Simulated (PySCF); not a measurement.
**Computed properties of WO2Cl2, SMILES [O]=[W](=[O])([Cl])[Cl], multiplicity 1**

WO2Cl2, SMILES [O]=[W](=[O])([Cl])[Cl], multiplicity 1. Geometry: B3LYP-D3(BJ)/def2-SVP. The multiplicity is an assumed one; other spin states were not compared. The isomer is the one that the SMILES or the coordinates give; other isomers of the formula were not compared. The def2 effective core potentials stand for the cores of W; spin–orbit coupling is left out. One conformer was computed; it need not be the lowest. All values are computed for the isolated molecule unless a solvent is named; none is compared with measurement here.

**Structure.** The optimised structure has C2v symmetry. All 9 harmonic modes at B3LYP-D3(BJ)/def2-SVP (PySCF) are real, so it is a minimum. With heavy atoms numbered as in [W:1](=[O:2])(=[O:3])([Cl:4])[Cl:5], the shortest bond between them is W1–O2 at 1.704 Å and the longest W1–Cl5 at 2.282 Å.

**Vibrations.** The strongest infrared lines (harmonic, unscaled, degenerate partners summed) lie at 1006 cm⁻¹ (148 km/mol, O 89 %, W 11 %), 1042 cm⁻¹ (85 km/mol, O 94 %), 423 cm⁻¹ (77 km/mol, Cl 71 %, W 27 %). The softest mode is at 111 cm⁻¹ and the zero-point energy is 5.6 kcal/mol.

**Electronic structure.** ωB97X/def2-TZVP (PySCF) places the frontier levels at -12.21 and -1.44 eV, a gap of 10.77 eV, and gives a dipole moment of 1.84 D and a mean polarisability of 65.0 bohr³. PBE/def2-TZVP (PySCF) at the same geometry gives -8.13 and -4.10 eV, so its gap is 6.74 eV narrower. An orbital gap is neither the optical nor the fundamental gap.

**Excitations.** TDA-CAM-B3LYP/def2-SVPD (PySCF) has S1 at 4.79 eV (259 nm, f = 0.004, weak); the most intense of the 10 singlets computed lies at 5.39 eV (f = 0.04). T1 (TDA) is at 4.36 eV, 0.43 eV under S1. TDA-PBE/def2-SVPD (PySCF) puts S1 at 4.24 eV. No vertical singlet excitation falls in the visible range (under 3.1 eV).
